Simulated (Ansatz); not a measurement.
Ansatz (a first-principles code) input (HF/3-21G): The .json file is the Basis Set Exchange's 3-21G.

Ansatz 0.2 input:
```yaml
crystal:
  periodic: [false, false, false]
  atoms:
    - {symbol: C, position_ang: [-1.44901723, 0.98430970, -0.26603024]}
    - {symbol: N, position_ang: [-0.50608257, -0.01901496, -0.57894395]}
    - {symbol: Si, position_ang: [0.91017160, -0.42468546, 0.37554025]}
    - {symbol: H, position_ang: [-2.34047430, 1.02886537, -0.86153948]}
    - {symbol: H, position_ang: [-1.50003085, 1.31121783, 0.75564755]}
    - {symbol: H, position_ang: [-0.63241976, -0.45433335, -1.47106054]}
    - {symbol: H, position_ang: [2.01615657, 0.56897484, 0.28727019]}
    - {symbol: H, position_ang: [0.53188199, -0.55392069, 1.80824213]}
    - {symbol: H, position_ang: [1.41916539, -1.72796091, -0.12733441]}
basis:
  gaussian:
    orbitals: 3-21G.json
hamiltonian:
  xc: {name: HF}
magnetization: {spin_polarized: true, initial_magnetization: 1}
phonons: {temperatures: {t_min: 298.15, t_max: 298.15, t_step: 100}}
```

Output:

```
Functional definition: HF
integrals: 0.01 GiB planned
562 factors; integrals over basis functions are off by at most 5.7e-4 eV
mean field: 0.12 GiB planned
mean field evaluation 1: about -10410.6337 eV, gradient 1.4e1 eV
mean field evaluation 2: about -10410.8032 eV, gradient 1.4e1 eV
mean field evaluation 4: about -10412.0680 eV, gradient 2.2e0 eV
mean field evaluation 8: about -10412.1246 eV, gradient 1.6e-1 eV
mean field -10412.12521519 eV, -382.6385440662 hartree, gradient 4.1e-5 eV, S^2 0.759652; 0 other end points of the search recorded, 0 dependent functions left out
the calculation of the forces begins
reference -10412.12521519 eV, -382.6385440662 hartree; 17, 16 occupied and 26, 27 virtual orbitals, 562 factors
these checks for a lower state are left out or cut short: stability, starts, cluster_reference, orbital_swaps, neighbouring_geometries, increment
integrals: 0.01 GiB planned
562 factors; integrals over basis functions are off by at most 5.7e-4 eV
mean field: 0.12 GiB planned
mean field evaluation 16: about -10412.1251 eV, gradient 1.1e-3 eV
mean field -10412.12506008 eV, -382.6385383662 hartree, gradient 2.9e-6 eV, S^2 0.759644; 0 other end points of the search recorded, 0 dependent functions left out
the calculation of the forces begins
reference -10412.12506008 eV, -382.6385383662 hartree; 17, 16 occupied and 26, 27 virtual orbitals, 562 factors
these checks for a lower state are left out or cut short: stability, starts, cluster_reference, orbital_swaps, neighbouring_geometries, increment
integrals: 0.01 GiB planned
562 factors; integrals over basis functions are off by at most 5.8e-4 eV
mean field: 0.12 GiB planned
mean field -10412.12506222 eV, -382.6385384447 hartree, gradient 2.9e-6 eV, S^2 0.759660; 0 other end points of the search recorded, 0 dependent functions left out
the calculation of the forces begins
reference -10412.12506222 eV, -382.6385384447 hartree; 17, 16 occupied and 26, 27 virtual orbitals, 562 factors
these checks for a lower state are left out or cut short: stability, starts, cluster_reference, orbital_swaps, neighbouring_geometries, increment
integrals: 0.01 GiB planned
562 factors; integrals over basis functions are off by at most 5.7e-4 eV
mean field: 0.12 GiB planned
mean field evaluation 32: about -10411.9219 eV, gradient 1.3e-3 eV
mean field -10412.12512880 eV, -382.6385408915 hartree, gradient 2.9e-6 eV, S^2 0.759622; 0 other end points of the search recorded, 0 dependent functions left out
the calculation of the forces begins
reference -10412.12512880 eV, -382.6385408915 hartree; 17, 16 occupied and 26, 27 virtual orbitals, 562 factors
these checks for a lower state are left out or cut short: stability, starts, cluster_reference, orbital_swaps, neighbouring_geometries, increment
integrals: 0.01 GiB planned
562 factors; integrals over basis functions are off by at most 5.7e-4 eV
mean field: 0.12 GiB planned
mean field -10412.12512885 eV, -382.6385408932 hartree, gradient 2.9e-6 eV, S^2 0.759682; 0 other end points of the search recorded, 0 dependent functions left out
the calculation of the forces begins
reference -10412.12512885 eV, -382.6385408932 hartree; 17, 16 occupied and 26, 27 virtual orbitals, 562 factors
these checks for a lower state are left out or cut short: stability, starts, cluster_reference, orbital_swaps, neighbouring_geometries, increment
integrals: 0.01 GiB planned
562 factors; integrals over basis functions are off by at most 5.7e-4 eV
mean field: 0.12 GiB planned
mean field -10412.12502401 eV, -382.6385370404 hartree, gradient 2.9e-6 eV, S^2 0.759665; 0 other end points of the search recorded, 0 dependent functions left out
the calculation of the forces begins
reference -10412.12502401 eV, -382.6385370404 hartree; 17, 16 occupied and 26, 27 virtual orbitals, 562 factors
these checks for a lower state are left out or cut short: stability, starts, cluster_reference, orbital_swaps, neighbouring_geometries, increment
integrals: 0.01 GiB planned
562 factors; integrals over basis functions are off by at most 5.7e-4 eV
mean field: 0.12 GiB planned
mean field evaluation 64: about -10412.1250 eV, gradient 5.2e-5 eV
mean field -10412.12503509 eV, -382.6385374479 hartree, gradient 2.9e-6 eV, S^2 0.759640; 0 other end points of the search recorded, 0 dependent functions left out
the calculation of the forces begins
reference -10412.12503509 eV, -382.6385374479 hartree; 17, 16 occupied and 26, 27 virtual orbitals, 562 factors
these checks for a lower state are left out or cut short: stability, starts, cluster_reference, orbital_swaps, neighbouring_geometries, increment
integrals: 0.01 GiB planned
562 factors; integrals over basis functions are off by at most 5.7e-4 eV
mean field: 0.12 GiB planned
[...]
the calculation of the forces begins
reference -10412.12520693 eV, -382.6385437626 hartree; 17, 16 occupied and 26, 27 virtual orbitals, 562 factors
these checks for a lower state are left out or cut short: stability, starts, cluster_reference, orbital_swaps, neighbouring_geometries, increment
integrals: 0.01 GiB planned
562 factors; integrals over basis functions are off by at most 5.7e-4 eV
mean field: 0.12 GiB planned
mean field -10412.12520356 eV, -382.6385436389 hartree, gradient 2.1e-6 eV, S^2 0.759652; 0 other end points of the search recorded, 0 dependent functions left out
the calculation of the forces begins
reference -10412.12520356 eV, -382.6385436389 hartree; 17, 16 occupied and 26, 27 virtual orbitals, 562 factors
these checks for a lower state are left out or cut short: stability, starts, cluster_reference, orbital_swaps, neighbouring_geometries, increment
integrals: 0.01 GiB planned
562 factors; integrals over basis functions are off by at most 5.7e-4 eV
mean field: 0.12 GiB planned
mean field -10412.12520268 eV, -382.6385436065 hartree, gradient 2.0e-6 eV, S^2 0.759651; 0 other end points of the search recorded, 0 dependent functions left out
the calculation of the forces begins
reference -10412.12520268 eV, -382.6385436065 hartree; 17, 16 occupied and 26, 27 virtual orbitals, 562 factors
these checks for a lower state are left out or cut short: stability, starts, cluster_reference, orbital_swaps, neighbouring_geometries, increment
integrals: 0.01 GiB planned
562 factors; integrals over basis functions are off by at most 5.7e-4 eV
mean field: 0.12 GiB planned
mean field -10412.12520808 eV, -382.6385438049 hartree, gradient 2.0e-6 eV, S^2 0.759651; 0 other end points of the search recorded, 0 dependent functions left out
the calculation of the forces begins
reference -10412.12520808 eV, -382.6385438049 hartree; 17, 16 occupied and 26, 27 virtual orbitals, 562 factors
these checks for a lower state are left out or cut short: stability, starts, cluster_reference, orbital_swaps, neighbouring_geometries, increment
integrals: 0.01 GiB planned
562 factors; integrals over basis functions are off by at most 5.7e-4 eV
mean field: 0.12 GiB planned
mean field -10412.12520780 eV, -382.6385437949 hartree, gradient 2.0e-6 eV, S^2 0.759652; 0 other end points of the search recorded, 0 dependent functions left out
the calculation of the forces begins
reference -10412.12520780 eV, -382.6385437949 hartree; 17, 16 occupied and 26, 27 virtual orbitals, 562 factors
these checks for a lower state are left out or cut short: stability, starts, cluster_reference, orbital_swaps, neighbouring_geometries, increment
integrals: 0.01 GiB planned
562 factors; integrals over basis functions are off by at most 5.7e-4 eV
mean field: 0.12 GiB planned
mean field evaluation 352: about -10411.9205 eV, gradient 4.4e-1 eV
mean field -10412.12516091 eV, -382.6385420716 hartree, gradient 2.9e-6 eV, S^2 0.759651; 0 other end points of the search recorded, 0 dependent functions left out
the calculation of the forces begins
reference -10412.12516091 eV, -382.6385420716 hartree; 17, 16 occupied and 26, 27 virtual orbitals, 562 factors
these checks for a lower state are left out or cut short: stability, starts, cluster_reference, orbital_swaps, neighbouring_geometries, increment
integrals: 0.01 GiB planned
562 factors; integrals over basis functions are off by at most 5.7e-4 eV
mean field: 0.12 GiB planned
mean field -10412.12516035 eV, -382.6385420510 hartree, gradient 2.3e-6 eV, S^2 0.759652; 0 other end points of the search recorded, 0 dependent functions left out
the calculation of the forces begins
reference -10412.12516035 eV, -382.6385420510 hartree; 17, 16 occupied and 26, 27 virtual orbitals, 562 factors
these checks for a lower state are left out or cut short: stability, starts, cluster_reference, orbital_swaps, neighbouring_geometries, increment
integrals: 0.01 GiB planned
562 factors; integrals over basis functions are off by at most 5.7e-4 eV
mean field: 0.12 GiB planned
mean field -10412.12520015 eV, -382.6385435136 hartree, gradient 1.3e-6 eV, S^2 0.759651; 0 other end points of the search recorded, 0 dependent functions left out
the calculation of the forces begins
reference -10412.12520015 eV, -382.6385435136 hartree; 17, 16 occupied and 26, 27 virtual orbitals, 562 factors
these checks for a lower state are left out or cut short: stability, starts, cluster_reference, orbital_swaps, neighbouring_geometries, increment
integrals: 0.01 GiB planned
562 factors; integrals over basis functions are off by at most 5.7e-4 eV
mean field: 0.12 GiB planned
mean field -10412.12520182 eV, -382.6385435748 hartree, gradient 3.0e-6 eV, S^2 0.759652; 0 other end points of the search recorded, 0 dependent functions left out
the calculation of the forces begins
reference -10412.12520182 eV, -382.6385435748 hartree; 17, 16 occupied and 26, 27 virtual orbitals, 562 factors
these checks for a lower state are left out or cut short: stability, starts, cluster_reference, orbital_swaps, neighbouring_geometries, increment
integrals: 0.01 GiB planned
562 factors; integrals over basis functions are off by at most 5.7e-4 eV
mean field: 0.12 GiB planned
mean field evaluation 384: about -10412.1252 eV, gradient 1.3e-6 eV
mean field -10412.12516811 eV, -382.6385423362 hartree, gradient 1.3e-6 eV, S^2 0.759651; 0 other end points of the search recorded, 0 dependent functions left out
the calculation of the forces begins
reference -10412.12516811 eV, -382.6385423362 hartree; 17, 16 occupied and 26, 27 virtual orbitals, 562 factors
these checks for a lower state are left out or cut short: stability, starts, cluster_reference, orbital_swaps, neighbouring_geometries, increment
integrals: 0.01 GiB planned
562 factors; integrals over basis functions are off by at most 5.7e-4 eV
mean field: 0.12 GiB planned
mean field -10412.12516893 eV, -382.6385423661 hartree, gradient 2.9e-6 eV, S^2 0.759652; 0 other end points of the search recorded, 0 dependent functions left out
the calculation of the forces begins
reference -10412.12516893 eV, -382.6385423661 hartree; 17, 16 occupied and 26, 27 virtual orbitals, 562 factors
these checks for a lower state are left out or cut short: stability, starts, cluster_reference, orbital_swaps, neighbouring_geometries, increment
integrals: 0.01 GiB planned
562 factors; integrals over basis functions are off by at most 5.7e-4 eV
mean field: 0.12 GiB planned
mean field -10412.12520176 eV, -382.6385435728 hartree, gradient 2.1e-6 eV, S^2 0.759652; 0 other end points of the search recorded, 0 dependent functions left out
the calculation of the forces begins
reference -10412.12520176 eV, -382.6385435728 hartree; 17, 16 occupied and 26, 27 virtual orbitals, 562 factors
these checks for a lower state are left out or cut short: stability, starts, cluster_reference, orbital_swaps, neighbouring_geometries, increment
integrals: 0.01 GiB planned
562 factors; integrals over basis functions are off by at most 5.7e-4 eV
mean field: 0.12 GiB planned
mean field -10412.12520270 eV, -382.6385436071 hartree, gradient 2.0e-6 eV, S^2 0.759651; 0 other end points of the search recorded, 0 dependent functions left out
the calculation of the forces begins
reference -10412.12520270 eV, -382.6385436071 hartree; 17, 16 occupied and 26, 27 virtual orbitals, 562 factors
Total energy: -10412.12521519 eV, -382.6385440662 hartree
Atom 0 at    -1.449017     0.984310    -0.266030 Å, force    -0.000499    -0.000078    -0.002010 eV/Å
Atom 1 at    -0.506083    -0.019015    -0.578944 Å, force     0.000425    -0.000540     0.000201 eV/Å
Atom 2 at     0.910172    -0.424685     0.375540 Å, force     0.000124     0.000375     0.000627 eV/Å
Atom 3 at    -2.340474     1.028865    -0.861539 Å, force     0.001136     0.000060     0.001343 eV/Å
Atom 4 at    -1.500031     1.311218     0.755648 Å, force    -0.000890     0.000066     0.000544 eV/Å
Atom 5 at    -0.632420    -0.454333    -1.471061 Å, force    -0.000316     0.000203    -0.000413 eV/Å
Atom 6 at     2.016157     0.568975     0.287270 Å, force     0.000178    -0.000031    -0.000137 eV/Å
Atom 7 at     0.531882    -0.553921     1.808242 Å, force     0.000171     0.000053     0.000035 eV/Å
Atom 8 at     1.419165    -1.727961    -0.127334 Å, force    -0.000329    -0.000109    -0.000191 eV/Å
Dipole moment:    -0.077655    -0.088446    -0.120756 e Å
Vibrations: 89.45 216.26 309.29 538.04 647.34 732.68 767.54 833.90 989.25 1049.80 1084.01 1206.26 1270.07 1565.84 1619.30 2255.56 2278.33 2291.06 3278.06 3390.72 3776.95 cm⁻¹, zero-point energy 1.871524 eV
```

The blocks after the first are displaced geometries, from whose forces the wavenumbers follow.
